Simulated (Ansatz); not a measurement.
Tl2H2⁻, 4 atoms. Hardware: 4 threads of AMD EPYC 9R45 on a shared host.

In the def2 sets Tl takes a core potential; there is no spin–orbit coupling. Correlated methods freeze 8 core orbitals; core or outer-core shells of Tl are correlated, in sets that lack core-valence functions.

(1) How many basis functions does each of these Ansatz runs have, and roughly what does it cost? BHLYP-D4/def2-TZVPD, charge -1 doublet, energy, from earlier orbitals; r2SCAN-D4/def2-TZVPD, charge 0 singlet at the geometry of the charge -1 doublet, energy, from earlier orbitals; r2SCAN-D4/def2-TZVPD, charge -1 quartet, relaxation, 5 steps; PBE with 5 % exact exchange/def2-TZVPD, charge -1 doublet, energy, from earlier orbitals; r2SCAN-D4/def2-TZVPD, charge -1 doublet, energy and forces, from earlier orbitals; PBE with 50 % exact exchange/def2-TZVPD, charge -1 doublet, energy, from earlier orbitals; HF/def2-TZVPD, charge -1 doublet, energy, from earlier orbitals; PBE0-D4/def2-TZVPD, charge 0 singlet at the geometry of the charge -1 doublet, energy, from earlier orbitals; MP2/def2-TZVPD, charge -1 quartet, energy, from earlier orbitals; r2SCAN-D4/def2-TZVPD, charge -1 quartet, energy, from earlier orbitals; PBE with 35 % exact exchange/def2-TZVPD, charge -1 doublet, energy, from earlier orbitals; PBE with 10 % exact exchange/def2-TZVPD, charge -1 quartet, energy, from earlier orbitals.

Answers

(1) Other jobs shared the machine, so times can vary by a factor of up to 3. A dash marks memory too small to be measured apart from the calling script's.

```csv
run,functions,fitting or Cholesky vectors,wall time,peak host memory (GiB)
"PBE0-D4/def2-TZVPD, charge 0 singlet at the geometry of the charge -1 doublet, energy, from earlier orbitals",130,1148,0.6 s,–
"HF/def2-TZVPD, charge -1 doublet, energy, from earlier orbitals",130,1366,0.7 s,–
"PBE with 5 % exact exchange/def2-TZVPD, charge -1 doublet, energy, from earlier orbitals",130,978,0.85 s,–
"r2SCAN-D4/def2-TZVPD, charge 0 singlet at the geometry of the charge -1 doublet, energy, from earlier orbitals",130,978,0.9 s,–
"MP2/def2-TZVPD, charge -1 quartet, energy, from earlier orbitals",130,1182,0.95 s,–
"PBE with 35 % exact exchange/def2-TZVPD, charge -1 doublet, energy, from earlier orbitals",130,1154,0.95 s,–
"PBE with 50 % exact exchange/def2-TZVPD, charge -1 doublet, energy, from earlier orbitals",130,1250,1 s,–
"BHLYP-D4/def2-TZVPD, charge -1 doublet, energy, from earlier orbitals",130,1250,1.1 s,–
"r2SCAN-D4/def2-TZVPD, charge -1 doublet, energy and forces, from earlier orbitals",130,978,1.7 s,–
"PBE with 10 % exact exchange/def2-TZVPD, charge -1 quartet, energy, from earlier orbitals",130,978,1.9 s,–
"r2SCAN-D4/def2-TZVPD, charge -1 quartet, energy, from earlier orbitals",130,978,3.3 s,–
"r2SCAN-D4/def2-TZVPD, charge -1 quartet, relaxation, 5 steps",130,978,6 s,–
```
